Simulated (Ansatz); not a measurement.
`O1[SiH2][SiH2][SiH2]1` + `[NH2][Al]([SiH3])[SiH2]O` → `[SiH3][SiH]1O[SiH2][SiH2]1` + `[NH2][AlH][SiH2]O`  (redistribution)

Computed with Ansatz on PBE0-D4/def2-TZVP structures; ΔE is electronic, products minus reactants. CCSD(T)/CBS is the MP2 limit (def2-TZVPP, def2-QZVPP) plus CCSD(T) − MP2 in def2-TZVPP, frozen cores. DFT in def2-TZVPP. B3LYP here is the variant with VWN-RPA as its local correlation; programs differ in this. One conformer a species, not always the lowest.

(1) Is it downhill or uphill in electronic energy at CCSD(T)/CBS, and by how much? (An estimate is asked.)

(2) What do these levels give: PBE-D4, PBE0-D4, B3LYP-D4, ωB97X-V, ωB97M-V, B3LYP, HF/def2-TZVPP, SCS-MP2/def2-TZVPP, CCSD/def2-TZVPP, SCS-MP2/def2-QZVPP, MP2/CBS(def2), CCSD/CBS(def2)? (Estimate.)

Largest T1 diagnostic among the species: 0.014.

Results:

(1) Computed: Uphill: ΔE = +0.08 eV.

(2) Ansatz gave: PBE-D4 0.07, PBE0-D4 0.07, B3LYP-D4 0.05, ωB97X-V 0.06, ωB97M-V 0.06, B3LYP 0.10, HF/def2-TZVPP 0.10, SCS-MP2/def2-TZVPP 0.08, CCSD/def2-TZVPP 0.10, SCS-MP2/def2-QZVPP 0.07, MP2/CBS(def2) 0.05, CCSD/CBS(def2) 0.08 eV.

The D4 term adds −0.05 eV with B3LYP and −0.03 eV with PBE0; it sums over pairs of atoms, weighted by their polarisabilities, and B3LYP, whose exchange is more repulsive, gets the larger term.
